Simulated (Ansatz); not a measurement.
Q: Name a neutral molecule of C, Cl, F, Ga, N and H with size of the dipole moment (PBE/def2-TZVPP) between 1.25 and 1.55 D and ideal-gas entropy at 298 K and 1 bar (rigid rotor, harmonic PBE0-D4/def2-TZVP) between 349 and 365 J/(mol·K) (Ansatz, PBE0-D4/def2-TZVP geometry).

A: `F[C]1=C[NH][Ga]1[Cl]` (1.43 D, 352 J/(mol·K)). Other molecules can fit too; these were computed, each in one conformer that needn't be the lowest.
